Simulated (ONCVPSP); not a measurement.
# Before and after: ONCV potential for lithium

ONCVPSP 4.0.1 input, shortened (lines: element, Z, core and valence counts, functional; n l f; lmax; l rc ep ncon nbas qcut; lloc lpopt rc5 dvloc0; l nproj debl; icmod fcfact rcfact), BLYP, scalar-relativistic:

```
  Li 3.00    1    1  -106131      upf
    1    0    2.00
    2    1    1.00
    1
    0    3.15    0.26    4    8    2.10
    1    4.00    0.00    4    9    2.20
    0    5    3.15    0.00
    0    0    1.50
    1    2    3.10
    3    4.75    1.40
```

In the s channel the program set the typed energies aside and used 0.050 Ha.

Change: p: rc 3.56.

Cutoffs: the cutoffs (Ha) at which the residual kinetic energy of the hardest occupied pseudo-wave falls to 1 and 0.1 mHa per electron; they do not see the model core or the augmentation charge, which bear on the density cutoff. Errors are all-electron minus pseudo energies relative to the spin-unpolarised reference configuration.

Task: How do hardness, ghosts and transferability respond?

Result: The potential gets harder (1.6 Ha and 2.7 Ha → 1.9 Ha and 4.3 Ha); neither file shows a bound ghost. A smaller radius makes the pseudo-wave follow the all-electron one further in, where it bends more sharply, so more plane waves are needed.

```csv
quantity,base,changed
"cutoff, loose",1.6 Ha,1.9 Ha
"cutoff, tight",2.7 Ha,4.3 Ha
bound ghosts,none,none
GHOST(+) flags under 300 eV,p at 90.5 eV,p at 91.5 eV
"error for 2s1 2p0, meV [ΔE -1.80 eV]",+40,+43
"error for 2s0.5 2p0, meV [ΔE 0.21 eV]",+24,+24
s: phases at 3.20 bohr within 0.05 rad from the reference energy up to (Ha; the scan ends near 5),0.5,0.5
"rms error of d²Exc/dni dnj with the model core, mHa",3.77,3.58
```

Base: The cutoffs count occupied waves only; projector 2 of the p channel, the hardest unoccupied one, needs 19 Ha at the loose tolerance. Changed file: The cutoffs count occupied waves only; projector 2 of the p channel, the hardest unoccupied one, needs 15 Ha at the loose tolerance.
